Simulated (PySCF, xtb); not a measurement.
C2H7S, SMILES C[SH+]C, charge +1.

Harmonic wavenumbers (cm⁻¹) from GFN2-xTB (xtb) at its own minimum, in rising order: 149, 179, 255, 690, 725, 748, 769, 890, 993, 997, 1007, 1324, 1328, 1393, 1405, 1411, 1419, 2264, 3049, 3049, 3052, 3055, 3063, 3065.

Problem. What does PySCF 2.14.0 with B3LYP-D3(BJ)/def2-SVP give at its own minimum? (Estimate from the structure and the level; the computed values follow.)

Solution. 173, 198, 257, 633, 697, 750, 809, 930, 1048, 1076, 1102, 1330, 1355, 1427, 1429, 1440, 1442, 2620, 3060, 3061, 3183, 3184, 3196, 3197. Paired by order, the mean absolute difference is 62 cm⁻¹ and the zero-point energies are 51.9 and 53.7 kcal/mol.
